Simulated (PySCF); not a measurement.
Geometry (Å), atoms numbered from 1 in this order:
```xyz
18

Si    2.419   -0.434    0.121
C     0.555   -0.552   -0.137
C    -0.296   -0.187    1.086
C    -1.711   -0.052    0.514
C    -1.525    0.448   -0.936
C    -0.008    0.387   -1.213
H     2.872   -1.365    1.202
H     2.785    0.964    0.515
H     3.157   -0.778   -1.135
H     0.325   -1.597   -0.421
H     0.042    0.783    1.492
H    -0.225   -0.921    1.904
H    -2.345    0.616    1.116
H    -2.204   -1.037    0.516
H    -1.912    1.469   -1.073
H    -2.078   -0.191   -1.642
H     0.434    1.391   -1.091
H     0.231    0.059   -2.236
```

Geometry: PBE0-D3(BJ)/def2-SVP; GIAO shifts from PySCF 2.14.0 with density-fitted response routines, gas phase, non-relativistic, averaged over equivalent atoms.

At PBE0/pcSseg-1 (169 basis functions, 30 s wall time on 1 thread of an Arm Neoverse V1, shared host):
| atoms | δ (ppm) |
| --- | --- |
| Si1 | -60.2 |
| C3/C6 | 33.9 |
| C4/C5 | 27.3 |
| C2 | 23.4 |
| H7/H8/H9 | 3.84 |
| H12/H18 | 1.74 |
| H13/H15 | 1.70 |
| H14/H16 | 1.54 |
| H11/H17 | 1.05 |
| H10 | 0.67 |

References, each an isolated molecule treated in the same way: TMS for 29Si (351.99 ppm) and 13C (184.41 ppm) and 1H (31.27 ppm).

What do these become at KT3/pcSseg-1?

## Answers


```json
{"atoms": "Si1", "δ at KT3/pcSseg-1": "-61.3", "change": "-1.1"}
{"atoms": "C3/C6", "δ at KT3/pcSseg-1": "35.0", "change": "+1.1"}
{"atoms": "C4/C5", "δ at KT3/pcSseg-1": "28.8", "change": "+1.5"}
{"atoms": "C2", "δ at KT3/pcSseg-1": "24.8", "change": "+1.4"}
{"atoms": "H7/H8/H9", "δ at KT3/pcSseg-1": "3.71", "change": "-0.13"}
{"atoms": "H12/H18", "δ at KT3/pcSseg-1": "1.84", "change": "+0.10"}
{"atoms": "H13/H15", "δ at KT3/pcSseg-1": "1.77", "change": "+0.07"}
{"atoms": "H14/H16", "δ at KT3/pcSseg-1": "1.56", "change": "+0.02"}
{"atoms": "H11/H17", "δ at KT3/pcSseg-1": "1.09", "change": "+0.04"}
{"atoms": "H10", "δ at KT3/pcSseg-1": "0.75", "change": "+0.08"}
```

Scale: 29Si (365.51 ppm) and 13C (182.31 ppm) and 1H (31.32 ppm) against TMS (reference shieldings calculated alike).

The largest change is at C2 (sp3 CH bonded to Si). Cost: 169 basis functions, 38 s wall time on 1 thread of an Arm Neoverse V1, shared host. The order of the carbon signals is the same at both levels.
